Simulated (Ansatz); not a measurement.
Cu₁₂S, relaxed as a singlet with RKS r2SCAN-D4/def2-SVP in Ansatz, starting from the GFN2-xTB geometry. Force threshold 0.03 eV/Å.

The restricted singlet is unstable towards broken spin symmetry in Hartree–Fock (as tested in another run); at r2SCAN-D4/def2-SVP this wasn't settled. The structure comes from a short search, and lower isomers may exist.

Start:

```xyz
13

S    -0.475   -2.619   -0.662
Cu    1.630   -1.771   -0.319
Cu    1.339    2.638    0.254
Cu   -1.287   -0.803   -1.747
Cu    2.597    0.615   -0.509
Cu    1.386    2.173   -2.048
Cu   -1.808    0.164    1.938
Cu    3.869   -1.318    0.077
Cu   -1.501   -2.243    1.353
Cu   -0.757    1.302   -2.676
Cu   -2.608   -1.642    3.301
Cu   -0.685    2.296    1.462
Cu   -1.700    1.207   -0.424
```

| step | energy (eV) | largest force component (eV/Å) | SCF passes |
| --- | --- | --- | --- |
| 1 | -546451.1276 | 1.043 | 42 |
| 2 | -546452.2690 | 0.853 | 33 |
| 3 | -546452.9667 | 0.743 | 33 |
| 4 | -546453.4537 | 0.685 | 33 |
| 5 | -546453.8372 | 0.398 | 33 |
| 6 | -546454.1540 | 0.253 | 34 |
| 7 | -546454.3623 | 0.229 | 32 |
| 8 | -546454.5442 | 0.207 | 33 |
| 9 | -546454.6914 | 0.200 | 34 |
| 10 | -546454.8333 | 0.244 | 33 |
| 11 | -546455.0061 | 0.353 | 38 |
| 13 | -546455.5078 | 0.363 | 38 |
| 15 | -546455.7176 | 0.139 | 33 |
| 17 | -546456.0003 | 0.326 | 34 |
| 19 | -546456.4252 | 0.281 | 34 |
| 21 | -546456.7258 | 0.278 | 34 |
| 23 | -546456.8166 | 0.104 | 35 |
| 25 | -546456.9135 | 0.206 | 36 |
| 27 | -546457.1088 | 0.385 | 36 |
| 29 | -546457.3676 | 0.365 | 35 |
| 31 | -546457.4788 | 0.240 | 35 |
| 33 | -546457.5004 | 0.064 | 28 |
| 34 | -546457.5014 | 0.007 | 30 |

Force components are those of the run's own axes.

End:

```xyz
13

S    -0.638   -2.845   -1.149
Cu    1.209   -1.674   -0.750
Cu    1.427    2.113    0.481
Cu   -1.004   -0.591   -1.276
Cu    0.507   -0.031    0.848
Cu    1.138    0.660   -1.459
Cu   -1.945    0.174    0.904
Cu    2.754   -0.034    0.088
Cu   -0.866   -1.979    0.883
Cu   -0.610    1.298   -2.819
Cu   -0.661   -0.583    2.837
Cu   -0.505    1.779    1.903
Cu   -0.808    1.712   -0.493
```

Bonds formed: Cu2–Cu6, Cu3–Cu8, Cu3–Cu13, Cu4–Cu5, Cu4–Cu6, Cu4–Cu7, Cu5–Cu7, Cu5–Cu9 (atoms count from 1). Metal–metal contacts that move far: Cu2–Cu9 3.58 to 2.66 Å, Cu2–Cu4 3.39 to 2.52 Å, Cu4–Cu9 3.42 to 2.57 Å.

No frequencies were taken in this run, so the end may be a saddle point.

It took 3.1 min on 2 threads of AMD EPYC 7R13 on a shared host and a share (18 GiB) of an NVIDIA H100 80GB HBM3, peak host memory 1.2 GiB.
